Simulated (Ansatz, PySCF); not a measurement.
Complex: aminoborane (SMILES BN) (first 6 atoms) with HF (SMILES F); geometry from B3LYP-D3(BJ)/def2-TZVP, rigid monomers moved along the line of their centres of mass till N2···H8 is 2.21 Å.
(charge 0, multiplicity 1):
```xyz
8

B      0.906    -0.126     0.061
N     -0.143     0.579     0.665
H      0.663    -0.824    -0.871
H      1.999    -0.026     0.521
H      0.012     1.277     1.378
H     -1.065     0.633     0.257
F     -1.111    -1.515     2.796
H     -0.771    -0.938     2.139
```

Monomers are frozen at their geometry in the pair; levels with a basis set take the counterpoise correction.

Frozen-core correlation. CBS(a, b) extrapolates the correlation energy as X⁻³ and adds the Hartree–Fock energy of set b.

Programs: Ansatz (Gaussian orbitals); PySCF for the dispersion terms. 

PBE/def2-TZVPPD gives -4.71 kcal/mol for the interaction energy.

Problem. Where do these levels fall relative to PBE: PBE-D3(BJ)/def2-TZVPPD, r2SCAN/def2-TZVPPD, PBE0/def2-TZVPPD, wB97M-V/def2-TZVPPD, MP2/CBS(aug-cc-pVDZ, aug-cc-pVTZ), MP2/CBS(aug-cc-pVDZ, aug-cc-pVTZ) + ΔCCSD(T)/aug-cc-pVDZ.

Solution. PBE-D3(BJ)/def2-TZVPPD -0.56; r2SCAN/def2-TZVPPD -0.29; PBE0/def2-TZVPPD -0.06; wB97M-V/def2-TZVPPD -0.12; MP2/CBS(aug-cc-pVDZ, aug-cc-pVTZ) -0.05; MP2/CBS(aug-cc-pVDZ, aug-cc-pVTZ) + ΔCCSD(T)/aug-cc-pVDZ 0.07 kcal/mol. 1 of 6 lie above PBE; the widest gap is to PBE-D3(BJ)/def2-TZVPPD.

Ansatz is a first-principles code.
